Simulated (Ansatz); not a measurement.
Computed with Ansatz on PBE0-D4/def2-TZVP structures; ΔE is electronic, products minus reactants. CCSD(T)/CBS is the MP2 limit (def2-TZVPP, def2-QZVPP) plus CCSD(T) − MP2 in def2-TZVPP, frozen cores. DFT in def2-TZVPP. B3LYP here is the variant with VWN-RPA as its local correlation; programs differ in this. For Ge outer-core shells are correlated without core-valence functions, which leaves a few kJ/mol of doubt a bond. Scalar relativity is left out up to krypton. One conformer a species, not always the lowest.

Consider the cleavage of the Ge–Al bond: `C[S][AlH][GeH3]` + `[SH][GeH3]` → `[GeH3][S][GeH3]` + `C[S][AlH2]`.

```tsv
level	ΔE (kcal/mol)	difference from CCSD(T)/CBS
B3LYP-D4	-3.9	0.3
ωB97X-V	-4.6	-0.4
PBE	-1.7	2.5
B3LYP	-3.3	0.9
HF/def2-TZVPP	-6.7	-2.5
CCSD(T)/def2-TZVPP	-4.0	0.2
HF/def2-QZVPP	-6.8	-2.6
MP2/def2-QZVPP	-6.1	-1.9
SCS-MP2/def2-QZVPP	-6.2	-2.0
CCSD/CBS(def2)	-4.1	0.1
CCSD(T)/CBS	-4.2	0
```

Largest T1 diagnostic among the species: 0.012.

In def2-TZVPP, CCSD(T) changes the Hartree–Fock value by +2.8 kcal/mol (the triples alone add −0.0 kcal/mol) and MP2 by +0.8 kcal/mol. From PBE to PBE0 (25 % exact exchange), in def2-TZVPP and without D4, ΔE moves by −0.9 kcal/mol.
